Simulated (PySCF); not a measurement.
PySCF input for Mg(H)(SeH) (H2MgSe), SMILES [MgH][SeH], PBE-D3(BJ)/def2-TZVP. Coordinates come from a PBE-D3(BJ)/def2-TZVP optimisation.

```python
import numpy as np
from pyscf import gto, scf, dft, df
from pyscf.hessian import thermo

mol = gto.M(
    atom='''
    Mg   -0.00165765   -1.74406211    0.00000000
    H     0.00595484   -3.44837998   -0.00000001
    Se   -0.04201282    0.69696216   -0.00000000
    H     1.44237287    0.68041202   -0.00000000
    ''',
    basis='def2-TZVP',
    charge=0,
    spin=0,
    max_memory=1600,
    verbose=3,
)
mf = dft.RKS(mol, xc='pbe').density_fit(auxbasis='def2-universal-jkfit')
mf.disp = 'd3bj'
mf.grids.level = 3
mf.conv_tol = 1e-11
mf.max_cycle = 100
mf.kernel()

# [left out here: the lines that compute and print the analytic Hessian (its translational invariance restored by hand, since the grid's response is missing), thermochemistry and intensities]
```

Program output:

```
converged SCF energy = -2602.3697400012

WARN: DFTD3 does not support analytical Hessian, using finite difference


WARN: Mole.unit (angstrom) is changed to Bohr

Mode                                 0                   1                   2
Irrep
Freq [cm^-1]                      275.4633            302.2642            337.8285
Reduced mass [au]                   1.0934              1.1289             13.0990
Force const [Dyne/A]                0.0489              0.0608              0.8808
Char temp [K]                     396.3304            434.8908            486.0600
Normal mode                   x     y     z       x     y     z       x     y     z
       0  Mg                -0.06  0.01  0.00    0.00  0.00  0.07   -0.00 -0.17  0.00
       1   H                 0.91  0.01 -0.00   -0.00  0.00 -0.94    0.05 -0.18 -0.00
       2  Se                 0.01  0.00  0.00   -0.00 -0.00 -0.01    0.00  0.05 -0.00
       3   H                 0.01 -0.30 -0.00   -0.00  0.00 -0.01   -0.00  0.10 -0.00
Mode                                 3                   4                   5
Irrep
Freq [cm^-1]                      464.5243           1600.6814           2333.2250
Reduced mass [au]                   1.0784              1.0496              1.0204
Force const [Dyne/A]                0.1371              1.5845              3.2729
Char temp [K]                     668.3471           2303.0242           3356.9913
Normal mode                   x     y     z       x     y     z       x     y     z
       0  Mg                -0.04  0.01  0.00   -0.00  0.04  0.00    0.00  0.00  0.00
       1   H                 0.24  0.01 -0.00    0.00 -0.98 -0.00   -0.00 -0.00 -0.00
       2  Se                 0.01 -0.02  0.00    0.00 -0.00  0.00    0.01  0.00 -0.00
       3   H                 0.00  0.93 -0.00    0.00  0.00  0.00   -0.99 -0.01  0.00
temperature 298.1500 [K]
pressure 101325.00 [Pa]
Rotational constants [GHz] 230.50528 4.08123 4.01023
Symmetry number 1
Zero-point energy (ZPE) 0.01211 [Eh]   31784.700 [J/mol]
                           tot       elec      trans        rot        vib
Entropy [J/mol/K]       279.457      0.000    166.823     91.925     20.708
Cv [J/mol/K]             51.606      0.000     12.472     12.472     26.663
Cp [J/mol/K]             59.920      0.000     20.786     12.472     26.663
Internal energy [J/mol]                      3718.434   3718.434  35720.556
Internal energy [Eh]   -2602.35330  -2602.36974
Enthalpy [J/mol]                             6197.391   3718.434  35720.556
Enthalpy [Eh]          -2602.35236
Gibbs free energy [J/mol]                  -43540.949 -23689.073  29546.346
Gibbs free energy [Eh] -2602.38409
static polarisability / bohr^3: [[51.749  0.33   0.   ]
 [ 0.331 79.756  0.   ]
 [-0.     0.    54.56 ]]
largest difference of analytic and finite-field dipole derivatives / e: 0.0018034094805348122
mode   freq/cm-1   IR/(km/mol)   Raman/(A^4/amu)   depolarisation
   1      275.46       187.931             2.159            0.607
   2      302.26       178.806             0.448            0.750
   3      337.83        21.147            28.584            0.176
   4      464.52        15.555             1.876            0.742
   5     1600.68       214.201           352.180            0.119
   6     2333.23        11.936           125.406            0.263
max |gradient| / (hartree/bohr): 1.5032313146001359e-05
APT charges: [ 0.8761 -0.4209 -0.436  -0.0192]
```

The run converged.

Cost: roughly 100 core-seconds.
